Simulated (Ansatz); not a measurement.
Species: CsI (charge +1, doublet). SMILES of the parent species: [I][Cs]
Structure (B3LYP-D3(BJ)/def2-TZVP (Ansatz, an electronic-structure program) minimum search):
```xyz
2

Cs     0.0000     0.0000    -2.0048
I      0.0000     0.0000     2.0804
```
Charge +1, spin multiplicity 2.

Parts of the frozen-core correlation energy in def2-SVP (Ansatz, hartree). Frozen orbitals: 13; correlated occupied orbitals by spin: 4 and 3; virtual: 33 and 34. UHF or UKS for open shells. Spin-orbit coupling is left out. In def2 rows, elements after Kr have scalar-relativistic effective core potentials.

| term | value |
|---|---|
| reference (HF) | -316.38146 |
| MP2 opposite-spin | -0.05827 |
| MP2 same-spin | … |
| CCSD correlation | … |
| (T) | … |
| CCSDT minus CCSD(T) | -0.00016 |
| CCSDT(Q) minus CCSD(T) | -0.00029 |
| T1 diagnostic | 0.006 |
| largest doubles amplitude | 0.046 |
| <S^2> of the reference | 0.756 |

Task: What belongs in the gaps?

Result: 
- MP2 same-spin, value: -0.02011
- CCSD correlation, value: -0.09095
- (T), value: -0.00086
